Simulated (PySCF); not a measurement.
**Substituent effects on chemical shifts**

Parent skeleton `[CH:1]#[C:2][CH2:3][CH:4]([CH3:5])[NH:6][SiH3:7]`; one hydrogen on atom 5 is replaced by X. Hydrogens on one atom are averaged.

[PySCF: coordinates at the GFN2-xTB level; shieldings: GIAO PBE0/pcSseg-1; gas phase; averaged over atoms made equivalent by symmetry, fast rotation or ring inversion; one computed conformer; relativity neglected]

Chemical shifts δ = σref − σ; 13C (σref 186.93), 29Si (σref 349.16), 1H (σref 31.72) vs TMS; NH3 for 15N (σref 267.73), all at this level.

Known members:
```csv
X,C1,C2,C3,C4,C5,N6,Si7,H(C1),H(C3)
vinyl,78.4,86.8,31.9,56.2,48.5,33.5,-56.4,1.47,2.55
```

Four more derivatives gave (δ, ppm):
| compound | C1 | C2 | C3 | C4 | C5 | N6 | Si7 | H(C1) | H(C3) |
| --- | --- | --- | --- | --- | --- | --- | --- | --- | --- |
| 1 | 77.2 | 86.5 | 31.7 | 55.3 | 42.3 | 39.0 | -58.1 | 1.52 | 2.37 |
| 2 | 79.4 | 85.1 | 26.4 | 55.4 | 25.1 | 33.2 | -57.7 | 1.51 | 2.84 |
| 3 | 78.0 | 85.7 | 31.4 | 54.8 | 46.5 | 37.0 | -56.8 | 1.57 | 2.36 |
| 4 | 76.1 | 88.2 | 25.0 | 58.9 | 31.7 | 30.8 | -69.8 | 1.42 | 2.66 |

Problem. Their substituents are CH2F, CHF2, CN, propynyl. Which is which?

Solution. 1: X = CH2F (C#CC[C@@H](CCF)N[SiH3]); 2: X = CN (C#CC[C@@H](CC#N)N[SiH3]); 3: X = CHF2 (C#CC[C@@H](CC(F)F)N[SiH3]); 4: X = propynyl (C#CC[C@H](CC#CC)N[SiH3]).

Experimental scales use liquid or dissolved standards, which lie at an offset from isolated NH3 (liquid NH3: subtract about 20 ppm).
